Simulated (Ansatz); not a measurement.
Mulliken charges of `B[SiH](N)F` from ωB97M-V/def2-TZVPP in Ansatz (PBE0-D4/def2-TZVP geometry).

```csv
atom,x (Å),y (Å),z (Å),charge (e)
B1,-0.742,1.263,-0.672,-0.196
Si2,0.331,-0.416,-0.445,0.524
N3,0.480,-0.665,1.233,-0.361
F4,-0.454,-1.587,-1.229,-0.320
H5,-0.366,2.213,-1.293,0.093
H6,-1.808,1.355,-0.133,0.084
H7,1.713,-0.447,-0.984,-0.068
H8,1.232,-1.194,1.642,0.122
H9,-0.300,-0.568,1.862,0.122
```

Q: By hand: the dipole of these point charges (1 e Å = 4.8032 D).

A: Σ q r = (0.102, 0.417, 0.210) e Å, of length 0.478 e Å = 2.30 D.

Q: How does the dipole of the full density compare? (An estimate is asked.)

A: The calculation gave: (0.076, 0.107, 0.378) e Å, 1.92 D; the point charges give 1.20 times that, at 46° from its direction.

Point charges leave out the atoms' own dipoles, such as those of lone pairs, and Mulliken's split depends on the basis, so the two needn't agree.
